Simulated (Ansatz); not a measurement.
`[NH2][Ti]([F])([F])[F]` + H₂S → `[F][Ti]([F])([F])[SH]` + NH₃ at 298.15 K and 1 bar (ligand exchange at a Ti–N bond).

Gas-phase electronic energies from Ansatz, PBE0-D4/def2-TZVP geometries. CBS: MP2 limit from def2 TZ/QZ plus the TZ coupled-cluster correction, frozen cores. This one scheme is used for every species. For Ti outer-core shells are correlated without core-valence functions, which leaves a few kJ/mol of doubt a bond. Scalar relativity is left out up to krypton. One conformer a species, not always the lowest.

| species | CCSD(T)/CBS energy (Eh) | H − E (kJ/mol) | S (J/(mol·K)) |
| --- | --- | --- | --- |
| `[NH2][Ti]([F])([F])[F]` | -1204.44931 | 104.3 | 358.1 |
| H₂S | -398.97279 | 49.9 | 205.7 |
| `[F][Ti]([F])([F])[SH]` | -1546.91893 | 63.5 | 358.5 |
| NH₃ | -56.50880 | 100.5 | 192.4 |

H − E and S are ideal-gas, rigid-rotor, harmonic terms from PBE0-D4/def2-TZVP, for one conformer and one mirror image of each species. 1 Eh = 2625.50 kJ/mol, R = 8.31446 J/(mol·K).

Problem. By hand: ΔE, ΔH, ΔS and ΔG.

Solution. ΔE = (-1546.91893) + (-56.50880) − (-1204.44931) − (-398.97279) = -0.00563 Eh = -14.8 kJ/mol. Δ(H − E) = 63.5 + 100.5 − 104.3 − 49.9 = 9.8, so ΔH = -5.0 kJ/mol. ΔS = 358.5 + 192.4 − 358.1 − 205.7 = -12.9 J/(mol·K). ΔG = -5.0 − 298.15 × (-12.9)/1000 = -1.2 kJ/mol.

Problem. By hand: the equilibrium constant, and the temperature at which ΔG would vanish if ΔH and ΔS stayed fixed.

Solution. log₁₀ K = −ΔG/(RT ln 10) = 0.2. ΔG = 0 at ΔH/ΔS = 388 K, though so small a ΔH makes that figure unsure.

TΔS isn't small against ΔH here. The sign of ΔG lies within the doubt. A doubt of 5 kJ/mol in ΔE shifts log₁₀ K by 0.9 here. Other conformers and mirror images would add mixing entropy, several J/(mol·K) or more a flexible species. Modes under 60 cm⁻¹, often nearly free rotors, make the harmonic entropy too high. These are equilibria of isolated gas molecules and say nothing of rates. Largest T1 diagnostic: 0.025 (customary marks: 0.02 for closed shells, 0.045 for open ones).
